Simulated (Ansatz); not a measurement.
The cluster Si₄H₇⁻. Charge -1, multiplicity 1. Geometry B3LYP-D4/def2-SVPD, basis def2-TZVPD, Ansatz.

```xyz
11

Si    0.8367    0.4260   -1.1534
Si   -1.0697   -1.5774    0.7834
Si    1.1180   -0.5783    0.9722
Si   -1.4442    0.4226   -0.5162
H     1.5577    1.6912   -1.5431
H    -1.6650   -1.1110    2.1173
H     1.3631    0.5548    1.9429
H    -2.4524    0.4179   -1.6417
H     1.1097   -0.5416   -2.2719
H     2.3388   -1.4522    1.1427
H    -1.6927    1.7482    0.1676
```

```csv
run,HOMO (eV),LUMO (eV)
A,-3.39,4.60
B,-1.17,3.19
C,-0.19,2.70
D,-2.24,3.83
E,-0.48,2.80
F,-3.07,4.02
```

LC-ωPBE has ω = 0.4 bohr⁻¹. The structure comes from a short search, and lower isomers may exist.

Problem. The runs used BLYP, CAM-B3LYP, LC-ωPBE, PBE0, r2SCAN, ωB97M-V. Estimate which is which.

Solution. A LC-ωPBE (range-separated); B PBE0 (25 % exact exchange); C BLYP (0 % exact exchange); D CAM-B3LYP (range-separated); E r2SCAN (0 % exact exchange); F ωB97M-V (range-separated). Exact exchange lowers occupied and raises empty levels; among semilocal functionals meta-GGAs tend to open the gap a little, and such runs are hard to tell apart. The gap grows from 2.89 eV (BLYP) to 7.99 eV (LC-ωPBE).
